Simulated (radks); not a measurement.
Spin polarisation of the 6p2 shell in the bismuth ion Bi+. Start: [Hg] 6p(up 1, down 1); electrons of 6p are moved from spin down to spin up, other shells keep equal spins. Calculated with a radial shooting solver on a logarithmic mesh with Libxc functionals: scalar-relativistic Kohn-Sham, SCAN, spin-polarised, spherical densities, finite nucleus; meta-GGA in the generalised Kohn-Sham scheme; Fermi nuclear charge, rms radius of each element as measured or else 0.836 A^(1/3) + 0.57 fm.

moment (Bohr magnetons)  E - E(0) (eV)  e(6p up) (eV)  e(6p down) (eV)  6s down minus up (eV)  5d down minus up (eV)  5p down minus up (eV)
0                                0.000        -11.598          -11.598                  0.000                  0.000                 0.000
0.5                             -0.033        -11.731          -11.450                  0.079                  0.063                 -0.019
1                               -0.150        -11.904          -11.195                  0.326                  0.118                 -0.036
1.5                             -0.411        -12.183          -10.800                  0.874                  0.158                 -0.051

At moment 1.5 the spin-polarisation energy is -0.411 eV and the 6p exchange splitting 1.383 eV, that is 0.922 eV per Bohr magneton; E = -I m^2/4 would give I = 0.731 eV.
